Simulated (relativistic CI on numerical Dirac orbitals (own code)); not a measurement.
# V²⁺ in a cubic cluster: 1s photoemission with charge transfer

Computed with a charge-transfer multiplet model of a cubic metal-ligand cluster with up to 2 ligand holes, Slater and spin-orbit integrals from Dirac-Coulomb-Breit ions, Slater integrals scaled by 0.9. The ground state mixes d3 with configurations of k ligand holes L, whose averages lie at kΔ + k(k − 1)U_dd/2; a core hole lowers each added d electron by U_cd. 20 K, Lorentzian 1.1 eV and Gaussian 0.6 eV FWHM.

Atomic integrals in eV (Slater integrals scaled, ζ unscaled), ground: F2dd 8.026, F4dd 4.988, zeta_d 0.019; with the core hole: F2dd 9.721, F4dd 6.087, zeta_d 0.034, G2cd 0.043.

Cluster parameters (eV): Δ = 7.5, U_dd = 4.5, 10Dq = 0.85, 10Dq(ligand) = 0.5, V(eg) = 2.7, V(t2g) = -1.32, final-state hopping factor = 1.

```tsv
Case	n_d	d3	d4L	d5L2	S
U_cd = 4.4 eV	3.35	0.68	0.29	0.03	1.50
U_cd = 5.6 eV	3.35	0.68	0.29	0.03	1.50
U_cd = 6.2 eV	3.35	0.68	0.29	0.03	1.50
```

Weights, n_d and S are thermal averages at 20 K. Binding energies count from the first peak over 30 % of the highest in each spectrum, which can be another peak from case to case. The parameters are a model scan and need not match a compound or its usual spin state. Peaks in eV (height, largest 100):
- U_cd = 4.4 eV: 0.0 (100)
- U_cd = 5.6 eV: 0.0 (100), 10.1 (9)
- U_cd = 6.2 eV: 0.0 (100), 10.1 (12)

For the case U_cd = 5.6 eV, Δ = 7.5 eV is larger than U_dd = 4.5 eV, the Mott-Hubbard side of the Zaanen-Sawatzky-Allen scheme. With the core hole the configuration with one ligand hole lies at Δ − U_cd = 3.1, 1.9, 1.3 eV from the one without, in the order of the table; where this is negative the screened configuration lies lower, though the effective hopping of about 5.7 eV (from the holes of the mixed ground state) mixes the two strongly wherever it is as large as the gap.
